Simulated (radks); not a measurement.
The numbers below are computed, except where a source is named.
All-electron atom: Bi LVI in [Ar] 3d10. Code: a radial shooting solver on a logarithmic mesh with Libxc functionals. Model: scalar-relativistic Kohn-Sham, PBE, spin-unpolarised, spherical densities, point nucleus. Some entries of the table are withheld. Estimate them.

orbital  occ.  eigenvalue (hartree)  <r^2> (bohr^2)
1s          2             -3450.736       0.0003457
2s          2                   (1)        0.005214
2p          6             -627.7548        0.004455
3s          2                   (2)         0.03226
3p          6                   (3)             (4)
3d         10                   (5)             (6)

Answer. 
(1) 2s eigenvalue (hartree): -714.1789
(2) 3s eigenvalue (hartree): -253.6750
(3) 3p eigenvalue (hartree): -228.7482
(4) 3p <r^2> (bohr^2): 0.03308
(5) 3d eigenvalue (hartree): -204.9725
(6) 3d <r^2> (bohr^2): 0.02692
